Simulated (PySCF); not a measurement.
A structure optimised at PBE-D3(BJ)/def2-SVP, used in a PySCF frequency run:

```xyz
8

F     -1.4488     1.1849     0.5489
Ge    -0.1383     0.1129     0.0524
S     -0.8035    -1.0074    -1.7493
S      1.6426     1.3614    -0.4100
S      0.2942    -1.2813     1.7296
H     -1.9770    -1.3746    -1.1573
H      0.9204     2.1938    -1.2149
H      0.3871    -0.2599     2.6298
```

Q: Write its SMILES and formula.

A: [F][Ge]([SH])([SH])[SH], FGeH3S3

Q: What are its rotational constants (standard atomic weights)?

A: 1.5550, 1.5540, 1.1221 GHz
